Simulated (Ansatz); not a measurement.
Born–Oppenheimer molecular dynamics of a periodic cell of 17 atoms, Si (host Si, host structure diamond, interstitial Si). It goes on from the last frame of an earlier run, with new velocities.

All numbers below come from Ansatz, DFT PBE, scalar-relativistic, plane waves, PAW. Settings: PAW set soft_1, cutoff 200 eV, k mesh 2x2x2, fermi-dirac smearing 0.02 eV, no spin polarisation.

```
ensemble        : NVT, Langevin thermostat
time step       : 2 fs
steps asked     : 200
set temperature : 840 K
friction        : 0.01 /fs
seed            : 745936
```

First frame:

```xyz
17
Lattice="0.0000 5.4300 5.4300 5.4300 0.0000 5.4300 5.4300 5.4300 0.0000" Properties=species:S:1:pos:R:3
Si -0.105 0.203 0.074
Si 1.541 1.215 1.368
Si 2.832 2.834 0.176
Si 4.227 4.163 1.557
Si 2.477 -0.205 2.877
Si 3.786 1.453 4.127
Si 5.312 2.591 2.776
Si 6.581 3.915 4.303
Si 0.316 2.536 2.868
Si 1.175 4.467 4.031
Si 2.743 5.657 2.621
Si 4.079 6.878 4.165
Si 2.623 3.095 5.229
Si 4.971 3.188 6.045
Si 5.526 5.716 5.604
Si 7.100 7.060 6.836
Si 4.642 4.991 7.831
```

What does the run give?

All steps were run.

```
steps done                                               : 200
time covered                                             : 400 fs
mean temperature over the second half                    : 811 K
spread of the potential energy over the second half      : 12.7 meV per atom
mean potential energy of the second half above the start : 50.0 meV per atom
```

A run of 0.4 ps of so small a system gives no equilibrium averages. The plane-wave cutoff is below what these datasets need, so energies and pressures aren't converged. Limits of this set-up: coarse k mesh.

What happens to the structure?

Mean squared displacements from the first frame to the last, about the centre of mass: Si 0.26 Å². This is one draw of velocities; another would differ in detail.

How do temperature and energy run in time?


| time (fs) | T (K) | potential energy less start (eV) |
| --- | --- | --- |
| 0.0 | 791 | 0.000 |
| 20.0 | 500 | 0.453 |
| 40.0 | 688 | 0.236 |
| 60.0 | 771 | 0.169 |
| 80.0 | 1036 | 0.096 |
| 100.0 | 696 | 1.070 |
| 120.0 | 1020 | 0.980 |
| 140.0 | 873 | 1.000 |
| 160.0 | 899 | 1.332 |
| 180.0 | 841 | 0.696 |
| 200.0 | 734 | 0.774 |
| 220.0 | 723 | 0.808 |
| 240.0 | 772 | 0.556 |
| 260.0 | 807 | 1.071 |
| 280.0 | 904 | 0.758 |
| 300.0 | 803 | 0.934 |
| 320.0 | 893 | 0.530 |
| 340.0 | 742 | 0.821 |
| 360.0 | 873 | 0.869 |
| 380.0 | 1007 | 0.707 |
| 400.0 | 663 | 1.507 |

The run took 4.9 min on 1 thread of Arm Neoverse V2, on a shared host, peak memory 0.36 GiB.
